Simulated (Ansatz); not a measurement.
Basis-set extrapolation for CH₇ClO₃Si₂ (`C[Si@@H](O)O[Si@H](O)Cl`) (PBE0-D4/def2-TZVP geometry, frozen core, Ansatz 0.2.0). Multiplicity 1, RHF reference.

```csv
,def2-TZVPP,def2-QZVPP
HF,-1304.354204,-1304.399125
MP2 correlation,-1.315273,-1.424670
CCSD(T) correlation,-1.416934,not run
```

Energies in hartree. Use E(X) = E(∞) + A·exp(−7.88·√X) for Hartree–Fock and E(X) = E(∞) + B·X^(−2.97) for correlation, with X = 3 and 4, and add CCSD(T) minus MP2 of the smaller set to the MP2 limit.

Problem. What is the CCSD(T) energy at the basis-set limit?

Solution. HF limit: -1304.399125 + (-0.044921) × 0.13774 = -1304.40531. MP2 limit: -1.424670 + (-0.109397) × 0.74074 = -1.50570. Higher-order term: -1.416934 − (-1.315273) = -0.10166. Total: -1306.01267 hartree, 151.6 kcal/mol below CCSD(T)/def2-TZVPP.
